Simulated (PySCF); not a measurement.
Telling isomers of C$_{9}$H$_{9}$F$_{3}$ apart by NMR

PySCF 2.14.0 with density-fitted response routines calculation with structure optimised with GFN2-xTB and σ from GIAO-PBE0/pcSseg-1; non-relativistic, no solvent, one computed conformer, equivalent nuclei averaged.

References, each an isolated molecule treated in the same way: TMS for $^{1}$H, $^{13}$C. Splittings of carbon signals by F and P are missing where no couplings were computed. Where no couplings were computed, multiplicities follow the n + 1 count of equivalent neighbours, and m marks all less simple cases (inequivalent or close neighbours, rings, F or P nearby). Shifts are as computed. Against solution values, carbons near 30 ppm lie about +3 ppm off and those near 130 ppm about +5 ppm. Of 1211 compounds with measured shifts, 218 miss one by over three times the rms of a fit or turn the order of signals round; such compounds aren't used in these exercises.

(1) Tabulate the signals of `CCc1ccccc1C(F)(F)F`, `C#C[C@@H]1/C(=C\C)C[C@@H]1C(F)(F)F` and their relative energies.

(2) What is the quickest way to tell CCc1ccccc1C(F)(F)F from C#C[C@@H]1/C(=C\C)C[C@@H]1C(F)(F)F?

Answers

(1) 
```json
{"SMILES": "CCc1ccccc1C(F)(F)F", "carbon types": "3×C 4×CH 1×CH2 1×CH3", "δC": "151.9, 137.8, 136.5, 134.4, 133.7, 132.5, 131.0, 31.3, 21.6", "δH": "8.04 (m, 1H), 7.80 (m, 1H), 7.63 (d, 1H), 7.60 (m, 1H), 3.01 (q, 2H), 1.29 (t, 3H)", "E rel. (kcal/mol)": "0.0"}
{"SMILES": "C#C[C@@H]1/C(=C\\C)C[C@@H]1C(F)(F)F", "carbon types": "3×C 4×CH 1×CH2 1×CH3", "δC": "138.6, 136.5, 132.5, 84.6, 82.6, 38.7, 32.5, 31.2, 17.1", "δH": "5.80 (q, 1H), 3.94 (m, 1H), 3.07 (m, 1H), 2.93 (m, 1H), 2.89 (m, 1H), 1.96 (d, 3H), 1.94 (d, 1H)", "E rel. (kcal/mol)": "78.0"}
```

Energies are electronic energies at PBE0/pcSseg-1 on these geometries, without zero-point or thermal terms, each for the one conformer computed, which needn't be the lowest.

(2) Both give the same number of carbon signals, with the same numbers of each carbon type, so the positions decide. The first has a substituted aromatic carbon (C) at 151.9 ppm, the second an sp3 CH in a ring at 38.7 ppm. Their most deshielded carbons lie at 151.9 and 138.6 ppm. In the proton spectra the most deshielded non-exchanging signals are 8.04 (m, 1H) and 5.80 (q, 1H).
